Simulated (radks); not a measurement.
Question: Ru20+, 24 electrons, occupied as [Ar] 3d5 4s1 (not the ground configuration). All-electron calculation, Dirac Kohn-Sham, PBE, spin-unpolarised, spherical densities, finite nucleus; open shells fill j = l - 1/2 first; Fermi nuclear charge, rms radius 4.4809 fm. Program: a radial shooting solver on a logarithmic mesh with Libxc functionals. Some entries of the table are withheld. Estimate them.

| orbital | occ. | eigenvalue (hartree) | <r> (bohr) |
|---|---|---|---|
| 1s1/2 | 2 | (1) | (2) |
| 2s1/2 | 2 | -141.9372 | 0.1448 |
| 2p1/2 | 2 | (3) | 0.1231 |
| 2p3/2 | 4 | (4) | 0.1278 |
| 3s1/2 | 2 | -43.24951 | 0.3811 |
| 3p1/2 | 2 | -39.96427 | 0.3699 |
| 3p3/2 | 4 | -39.01077 | 0.3786 |
| 3d3/2 | 4 | (5) | 0.3423 |
| 3d5/2 | 1 | (6) | 0.3450 |
| 4s1/2 | 1 | -19.81545 | 0.7855 |
| 4p1/2 | 0 | -18.54256 | (7) |
| 4p3/2 | 0 | -18.25701 | (8) |
| 4d3/2 | 0 | -16.21189 | 0.8092 |
| 4d5/2 | 0 | -16.15235 | 0.8127 |
| 5s1/2 | 0 | -11.41700 | 1.334 |

Answer: 
(1) 1s1/2 eigenvalue (hartree): -832.1313
(2) 1s1/2 <r> (bohr): 0.03344
(3) 2p1/2 eigenvalue (hartree): -133.2668
(4) 2p3/2 eigenvalue (hartree): -128.4282
(5) 3d3/2 eigenvalue (hartree): -33.49425
(6) 3d5/2 eigenvalue (hartree): -33.29330
(7) 4p1/2 <r> (bohr): 0.7938
(8) 4p3/2 <r> (bohr): 0.8064
